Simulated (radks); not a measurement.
Results of a calculation; reference values are marked as such.
Ionisation of the holmium ion Ho+, [Xe] 4f11 6s1, to Ho2+, [Xe] 4f11, under several functionals. Scalar-relativistic Kohn-Sham, spin-polarised, spherical densities, finite nucleus; open shells are filled with parallel spins first (spin-orbit coupling, left out, can overturn this in heavy ions); a radial shooting solver on a logarithmic mesh with Libxc functionals.

| functional | E(Ho+) (hartree) | Exc (hartree) | IE (eV) | -e(HOMO) (eV) | <r> HOMO (bohr) | IE error (eV) |
|---|---|---|---|---|---|---|
| OLYP | -12619.6339 | -275.0130 | 11.775 | 8.468 | 0.8639 | -0.006 |
| PBE | -12615.0000 | -270.1695 | 12.049 | 8.348 | 0.8647 | +0.268 |
| revPBE | -12615.3141 | -270.4880 | 11.927 | 8.287 | 0.8651 | +0.146 |
| B86b exchange with PBE correlation | -12616.0623 | -271.2359 | 12.063 | 8.363 | 0.8643 | +0.282 |
| exchange-only LDA | -12600.2077 | -255.2813 | 11.557 | 7.052 | 0.8668 | -0.224 |
| HCTH/407 | -12622.5492 | -278.0789 | 11.777 | 9.089 | 0.8711 | -0.004 |
| PW91 | -12616.4012 | -271.5788 | 12.093 | 8.444 | 0.8650 | +0.312 |

NIST Atomic Spectra Database: 11.78 eV (semi-empirical). Closest: HCTH/407. The Delta-SCF values span 0.54 eV, the total energies 22.34 hartree. The highest occupied level is 4f. Open shells are spherical and high-spin; term and fine-structure splittings are not resolved. Spin-orbit splitting is averaged out at the scalar-relativistic level.
